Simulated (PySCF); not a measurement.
Dipole response of Dy²⁺ (dysprosium, charge +2)

[Xe] 4f9 5d1, one real determinant (an excited configuration). Calculation: PySCF 2.14, in ANO-RCC-VTZP (8s7p5d3f2g1h, 104 functions); the spin-free X2C one-electron Hamiltonian (Gaussian nucleus). Coupled (time-dependent) response in atomic units; α is the mean over directions. The basis has no added diffuse functions, which lowers α and C₆.

| method | mean α (bohr³) | α xx, yy, zz | C₆ (like pair) | S(−4) |
| --- | --- | --- | --- | --- |
| UHF | 11.83 | 14.49, 6.494, 14.49 | 63.19 | 145.2 |

S(−4) is the Cauchy moment in α(ω) = α(0) + S(−4) ω² + …

Spin-orbit coupling is absent.

α(iu) at UHF:

```json
{"u (hartree)": "0", "α(iu) (bohr³)": "11.83"}
{"u (hartree)": "0.0500", "α(iu) (bohr³)": "11.49"}
{"u (hartree)": "0.100", "α(iu) (bohr³)": "10.67"}
{"u (hartree)": "0.200", "α(iu) (bohr³)": "8.893"}
{"u (hartree)": "0.300", "α(iu) (bohr³)": "7.647"}
{"u (hartree)": "0.500", "α(iu) (bohr³)": "6.173"}
{"u (hartree)": "0.750", "α(iu) (bohr³)": "4.998"}
{"u (hartree)": "1.00", "α(iu) (bohr³)": "4.112"}
{"u (hartree)": "1.50", "α(iu) (bohr³)": "2.877"}
{"u (hartree)": "2.00", "α(iu) (bohr³)": "2.114"}
{"u (hartree)": "3.00", "α(iu) (bohr³)": "1.292"}
{"u (hartree)": "5.00", "α(iu) (bohr³)": "0.6450"}
```

A single London oscillator, α(iu) = α/(1 + u²/ω²), gives C₆ = (3/4) ω α². Matching the computed C₆ needs ω = 4 × 63.19 / (3 × 11.83²) = 0.602 hartree.

For an ion, C₆ is the dispersion term alone; charge-induced terms of lower order in 1/R come first.

The components differ because the open shell of this determinant is not spherical; for a pure term their mean is the scalar polarisability.

⟨L²⟩ = 30.05 against 56 for a pure K term, so this real determinant mixes terms. Spin-orbit coupling, absent here, splits the open shell strongly.
